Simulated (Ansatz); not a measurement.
A nudged elastic band was laid between two geometries of GeH$_{4}$O$_{2}$ (7 atoms, charge 0, multiplicity 1).

The calculation used RKS BLYP/def2-SVP in Ansatz.

- movable images: 7
- climbing image: yes
- spring: 5.0 eV/Å²
- optimiser: quadratic models (default)
- start path: through a guess of the saddle point
- force threshold: 0.05 eV/Å
- iteration limit: 60
- end points: relaxed

Initial state:

```xyz
7
Properties=species:S:1:pos:R:3
Ge -0.107 -0.128 0.477
O -0.279 1.539 -0.203
O 0.500 -1.276 -0.780
H 1.393 -1.022 -1.088
H 0.906 0.083 1.634
H -1.468 -0.754 0.879
H -0.944 1.559 -0.919
```

Final state:

```xyz
7
Properties=species:S:1:pos:R:3
Ge -0.006 -0.654 0.722
O 0.178 1.124 -0.700
O 0.646 -1.595 -0.508
H 0.586 0.422 -1.277
H 0.829 -0.076 1.910
H -1.549 -0.535 0.982
H -0.684 1.315 -1.129
```

(1) Which bonds break or form, and what moves?

(2) Give the energies along the band, and the barrier.

(3) What is the geometry of the highest image?

(4) What are the harmonic wavenumbers there?

The band took 12 iterations and roughly 2.9 core-minutes.

## Answers

(1) Bonds broken: O3–H4. Bonds formed: O2–H4.

(2) It converged. The highest image is number 7 of 0 to 8, 1.74 eV above the first end and 0.09 eV above the last; the last end lies 1.65 eV above the first. A vibrational analysis at the climbing image gives one clearly imaginary mode, 743i cm⁻¹: a first-order saddle point. The orbitals stay closed-shell, which can raise the energy where a bond breaks towards radicals; this wasn't checked here.

```json
{"image": "0", "path coordinate (Å)": "0.00", "energy (eV)": "0.00", "O3–H4 (Å)": "0.98", "O2–H4 (Å)": "3.18"}
{"image": "1", "path coordinate (Å)": "0.29", "energy (eV)": "0.02", "O3–H4 (Å)": "0.98", "O2–H4 (Å)": "2.99"}
{"image": "2", "path coordinate (Å)": "0.58", "energy (eV)": "0.06", "O3–H4 (Å)": "0.98", "O2–H4 (Å)": "2.76"}
{"image": "3", "path coordinate (Å)": "0.86", "energy (eV)": "0.14", "O3–H4 (Å)": "0.98", "O2–H4 (Å)": "2.47"}
{"image": "4", "path coordinate (Å)": "1.15", "energy (eV)": "0.31", "O3–H4 (Å)": "0.99", "O2–H4 (Å)": "2.11"}
{"image": "5", "path coordinate (Å)": "1.44", "energy (eV)": "0.66", "O3–H4 (Å)": "1.02", "O2–H4 (Å)": "1.75"}
{"image": "6", "path coordinate (Å)": "1.72", "energy (eV)": "1.34", "O3–H4 (Å)": "1.17", "O2–H4 (Å)": "1.41"}
{"image": "7", "path coordinate (Å)": "2.01", "energy (eV)": "1.74", "O3–H4 (Å)": "1.48", "O2–H4 (Å)": "1.13"}
{"image": "8", "path coordinate (Å)": "2.53", "energy (eV)": "1.65", "O3–H4 (Å)": "2.16", "O2–H4 (Å)": "1.00"}
```

(3) 
```xyz
7
Properties=species:S:1:pos:R:3
Ge -0.016 -0.518 0.687
O 0.179 1.057 -0.671
O 0.679 -1.304 -0.676
H 0.534 0.095 -1.137
H 0.827 -0.066 1.917
H -1.549 -0.595 0.994
H -0.653 1.331 -1.114
```

(4) 743i, 330, 389, 482, 558, 664, 706, 794, 842, 900, 1360, 1911, 1995, 2026, 3620 cm⁻¹.

Run time: 91 s on 2 threads of Arm Neoverse V1 (shared host), peak memory 0.14 GiB.
